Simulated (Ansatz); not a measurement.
Input file for CH7NOSn, SMILES `C[NH][SnH2][OH]`:

```yaml
crystal:
  periodic: [false, false, false]
  atoms:
    - {symbol: C, position_ang: [-1.176017, 1.133616, -0.360491]}
    - {symbol: N, position_ang: [-0.468323, 0.481509, 0.725034]}
    - {symbol: Sn, position_ang: [1.257553, -0.496942, 0.393321]}
    - {symbol: O, position_ang: [1.054152, -1.913167, -0.970674]}
    - {symbol: H, position_ang: [-1.711303, 0.449952, -1.032968]}
    - {symbol: H, position_ang: [-1.901095, 1.853470, 0.033794]}
    - {symbol: H, position_ang: [-0.469860, 1.701630, -0.972912]}
    - {symbol: H, position_ang: [-1.098208, 0.016239, 1.362558]}
    - {symbol: H, position_ang: [1.719771, -1.202247, 1.876926]}
    - {symbol: H, position_ang: [2.344724, 0.569655, -0.354502]}
    - {symbol: H, position_ang: [0.514008, -2.650815, -0.679485]}
basis:
  gaussian: {orbitals: def2-TZVPP}
correlation: {method: ccsd_t}
```

```sh
$ ansatz run in.yaml --threads 4 --pin off --events-out ev --progress --plain --max-ram 10444MiB
```

Output of Ansatz, abridged:

```
Functional definition: HF
1585 factors; integrals over basis functions are off by at most 8.4e-4 eV
mean field evaluation 1: about -10461.9830 eV, gradient 5.1e1 eV
mean field evaluation 2: about -10462.1762 eV, gradient 5.1e1 eV
mean field evaluation 4: about -10467.4641 eV, gradient 3.8e0 eV
mean field evaluation 8: about -10467.5274 eV, gradient 3.4e-1 eV
mean field -10467.52775881 eV, -384.6745499913 hartree, gradient 2.9e-6 eV, S^2 0.000000; 0 other end points of the search recorded, 0 dependent functions left out
7 core orbitals not correlated: weight in the atoms' cores, before any rotation towards them, 1.000 or more for the frozen orbitals, at most 0.000 for the correlated occupied ones
reference -10467.52775881 eV, -384.6745499913 hartree; 18, 18 occupied and 216, 216 virtual orbitals, 1585 factors
second order -26.43302384 eV of doubles, -0.00000000 eV of singles
cycle   1  -26.26721748 eV  change    1.7e-1 eV  update   1.2e-1
cycle   2  -26.91087604 eV  change   -6.4e-1 eV  update   3.5e-2
cycle   3  -27.05665085 eV  change   -1.5e-1 eV  update   1.9e-2
cycle   4  -27.04440444 eV  change    1.2e-2 eV  update   4.8e-3
cycle   5  -27.04145910 eV  change    2.9e-3 eV  update   2.3e-3
cycle   6  -27.04237154 eV  change   -9.1e-4 eV  update   8.4e-4
cycle   7  -27.04215180 eV  change    2.2e-4 eV  update   3.6e-4
cycle   8  -27.04205648 eV  change    9.5e-5 eV  update   1.2e-4
cycle   9  -27.04211138 eV  change   -5.5e-5 eV  update   4.5e-5
cycle  10  -27.04211587 eV  change   -4.5e-6 eV  update   1.9e-5
perturbative correction -0.94079737 eV, -0.0345736655 hartree
Total energy: -10495.51067205 eV, -385.7029030853 hartree
```

Run time 3 min (4 threads of an Arm Neoverse V1 on a shared host); peak host memory 5.3 GiB.

The correlation energy is -27.983 eV, 3.4 % of it from (T); the T1 diagnostic reads 0.0131.
